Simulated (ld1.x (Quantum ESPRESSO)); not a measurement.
## Before and after: TM potential for Sn (Z = 50)

tin, norm-conserving Troullier–Martins (Kleinman–Bylander form), made with ld1.x (Quantum ESPRESSO) 7.5 (PBE, fully relativistic). Core [Kr] 4d10, reference 5s1 5p3. Waves: 5s (bound): rc 1.70 bohr; 5p (bound): rc 2.65 bohr; 5d channel at 0.05 Ry: rc 2.60 bohr. Local part: the d channel. Core correction: a·sin(br)/r model core, default radius (core density twice the valence density).

Open shells are filled in proportion to 2j + 1 (rel_dist='average').

Change: reference 5s2 5p2.

Cutoffs: the cutoffs (Ry, on a coarse ladder) from which the occupation-weighted sum of valence levels, in a spherical-Bessel basis at the reference potential, stays within 10 and 1 mRy of its value at 400 Ry; they do not see the model core or the augmentation charge, which bear on the density cutoff. Errors are all-electron minus pseudo energies relative to the spin-unpolarised reference configuration.

Problem. What does the change do?

Solution. The potential gets harder (18 Ry and 50 Ry → 25 Ry and 50 Ry); both files keep a bound ghost (p, s).

| quantity | base | changed |
| --- | --- | --- |
| cutoff, loose | 18 Ry | 25 Ry |
| cutoff, tight | 50 Ry | 50 Ry |
| loose cutoff by channel (10 mRy a level) | s 18 Ry, p 10 Ry | s 12 Ry, p 10 Ry |
| bound ghosts | s, p3/2, p1/2 | s, p1/2, p3/2 |
| largest error over its own tests, meV | -257 | -400 |
| s: phases at 2.91 bohr within 0.05 rad from the reference energy up to (Ry; the scan ends near 5) | 1.3 | 1.7 |
| p1/2: phases at 2.91 bohr within 0.05 rad from the reference energy up to (Ry; the scan ends near 5) | 1.7 | 1.8 |
| p3/2: phases at 2.91 bohr within 0.05 rad from the reference energy up to (Ry; the scan ends near 5) | 1.9 | 2.1 |
| d3/2: phases at 2.91 bohr within 0.05 rad from the reference energy up to (Ry; the scan ends near 5) | 0.6 | 0.6 |
| d5/2: phases at 2.91 bohr within 0.05 rad from the reference energy up to (Ry; the scan ends near 5) | 0.5 | 0.5 |

 A true bound ghost makes a file unfit for plane-wave use even where its test errors are small: the radial tests pick states by their node count and pass the ghost by.
